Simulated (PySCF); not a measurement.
B(H)(PH2)2 (BH5P2), SMILES B(P)P. The structure is a stationary point at B3LYP-D3(BJ)/def2-TZVP. The values are those of a single conformer.

These are PySCF with B3LYP-D3(BJ)/def2-TZVP values and carry that method's errors.

Harmonic wavenumbers (cm⁻¹): 188, 215, 266, 478, 509, 602, 663, 789, 811, 859, 1043, 1109, 1130, 2417, 2422, 2436, 2437, 2629. Rotational constants (GHz): 28.73, 2.653, 2.497; symmetry number 1.

Work out the zero-point energy and the ideal-gas rigid-rotor harmonic-oscillator thermochemistry at 298.15 K and 1 atm.

ZPE = ½ Σ hcν = ½ × 21003 cm⁻¹ = 30.03 kcal/mol. H − E(el) = 34.04 kcal/mol. Entropy in cal/(mol K): translation 38.97, rotation 24.94, vibration 8.79, total 72.70. G − E(el) = 12.37 kcal/mol. Cp = 20.55 cal/(mol K).
